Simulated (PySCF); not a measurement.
Job file and geometry (Å, from GFN2-xTB) of an NMR shielding run on SMILES C#C[Si@](N)([SiH3])CCOC, C₅H₁₃NOSi₂, GIAO PBE0/pcSseg-1 NMR shielding, non-relativistic, gas phase (PySCF 2.14.0, density-fitted response routines); density fitting, a coarse starting grid and PySCF grid level 2 are the driver's defaults:

```
$ OMP_NUM_THREADS=1 python probes_run.py task.json out

{"job": {"kind": "nmr", "xc": "PBE0", "basis": "pcSseg-1"}, "charge": 0, "multiplicity": 1}
C     -2.292186     2.259853     0.659313
C     -1.895545     1.201305     0.245903
Si    -1.246182    -0.458773    -0.331334
N     -2.454953    -1.409174    -1.131501
Si    -0.271658    -1.632759     1.393970
C     -0.006541    -0.000609    -1.711353
C      1.170788     0.715488    -1.081406
O      1.659614    -0.081680    -0.021983
C      2.673784     0.534483     0.721559
H     -2.641844     3.188668     1.012316
H     -3.175612    -1.836241    -0.573860
H     -2.846450    -1.089812    -2.003984
H      0.790202    -2.556246     0.997276
H     -1.282422    -2.459431     2.081593
H      0.252978    -0.747254     2.437573
H      0.347698    -0.903182    -2.206720
H     -0.441288     0.642992    -2.474889
H      1.979229     0.897861    -1.809212
H      0.845921     1.691765    -0.688956
H      2.320422     1.468534     1.177033
H      2.959373    -0.165653     1.503791
H      3.544261     0.759251     0.092352
```

Problem. Write the output of this run.

Solution. 
```
coarse grid: 18888 points
cycle   1  E = -906.4088964514  dE =  8.316e-01  |g| = 7.245e-01  |ddm| = 4.176e+00
cycle   2  E = -906.3283711175  dE =  8.053e-02  |g| = 9.719e-01  |ddm| = 1.572e+00
cycle   3  E = -906.5174392265  dE = -1.891e-01  |g| = 1.465e-01  |ddm| = 9.801e-01
cycle   4  E = -906.5211973417  dE = -3.758e-03  |g| = 6.147e-02  |ddm| = 1.479e-01
cycle   5  E = -906.5219060109  dE = -7.087e-04  |g| = 3.135e-02  |ddm| = 6.065e-02
cycle   6  E = -906.5221428642  dE = -2.369e-04  |g| = 4.840e-03  |ddm| = 2.571e-02
cycle   7  E = -906.5221475767  dE = -4.713e-06  |g| = 1.683e-03  |ddm| = 5.566e-03
final grid: 171928 points
cycle   8  E = -906.5834034527  dE = -3.139e-05  |g| = 1.342e-02  |ddm| = 3.273e-02
cycle   9  E = -906.5833703597  dE =  3.309e-05  |g| = 1.906e-02  |ddm| = 2.217e-02
cycle  10  E = -906.5834381804  dE = -6.782e-05  |g| = 1.727e-03  |ddm| = 1.354e-02
cycle  11  E = -906.5834388376  dE = -6.572e-07  |g| = 3.968e-04  |ddm| = 1.771e-03
cycle  12  E = -906.5834388577  dE = -2.012e-08  |g| = 2.774e-04  |ddm| = 4.719e-04
cycle  13  E = -906.5834388769  dE = -1.913e-08  |g| = 4.399e-05  |ddm| = 2.310e-04
cycle  14  E = -906.5834388773  dE = -3.972e-10  |g| = 1.549e-05  |ddm| = 5.077e-05
converged SCF energy = -906.5834388773

GIAO shielding tensors (ppm)
atom      isotropic    diamagn.    paramagn.     s11        s22        s33       span
  0 C       85.802     261.573    -175.771      5.855     12.055    239.495    233.641
  1 C       91.807     264.562    -172.756    -10.274     -5.950    291.644    301.917
  2 Si     381.494     879.808    -498.314    346.456    374.009    424.017     77.561
  3 N      246.406     314.166     -67.761    221.792    255.625    261.799     40.007
  4 Si     460.958     880.617    -419.660    447.682    456.668    478.523     30.841
  5 C      163.200     255.291     -92.091    149.767    164.242    175.590     25.822
  6 C      114.523     248.023    -133.500     80.709     96.531    166.330     85.621
  7 O      292.910     402.247    -109.337    262.906    292.944    322.879     59.973
  8 C      127.039     243.460    -116.421     95.234    102.243    183.639     88.405
  9 H       29.728      33.986      -4.258     24.635     24.891     39.657     15.023
 10 H       31.272      28.869       2.403     23.751     27.397     42.669     18.918
 11 H       31.130      29.203       1.928     23.709     27.724     41.958     18.249
 12 H       28.222      30.134      -1.911     24.504     27.211     32.952      8.448
 13 H       28.396      29.071      -0.674     24.545     26.154     34.490      9.945
 14 H       28.371      30.780      -2.409     25.325     27.497     32.292      6.966
 15 H       30.263      32.435      -2.172     26.507     28.688     35.594      9.087
 16 H       30.689      31.780      -1.090     26.774     28.636     36.657      9.883
 17 H       27.855      30.613      -2.758     23.294     27.140     33.131      9.837
 18 H       28.173      33.484      -5.312     24.759     28.323     31.437      6.678
 19 H       28.515      30.325      -1.810     24.409     26.768     34.370      9.960
 20 H       27.929      29.671      -1.743     23.688     25.829     34.269     10.581
 21 H       28.369      28.062       0.307     24.296     25.569     35.242     10.946
```

Problem. Turn these shieldings into chemical shifts. Scale: 13C (σref 186.93), 29Si (σref 349.16), 1H (σref 31.72) against TMS; 15N (σref 267.73) vs NH3; 17O (σref 336.08) vs H2O (reference shieldings calculated alike).

Solution. Averaging equivalent atoms: C 0: 101.1; C 1: 95.1; C 6: 72.4; C 8: 59.9; C 5: 23.7; Si 2: -32.3; Si 4: -111.8; N 3: 21.3; O 7: 43.2; H 17: 3.86; H 18: 3.54; H 19/20/21: 3.45; H 12/13/14: 3.39; H 9: 1.99; H 15: 1.45; H 16: 1.03; H 10/11: 0.52 ppm. Experimental scales use liquid or dissolved standards, which lie at an offset from isolated NH3 (liquid NH3: subtract about 20 ppm) and H2O (liquid H2O: subtract about 36 ppm).

Size and cost of the density-fitted run: 232 basis functions, 100 s wall time on 1 thread of an Arm Neoverse N1, shared host; peak memory 1 GiB.
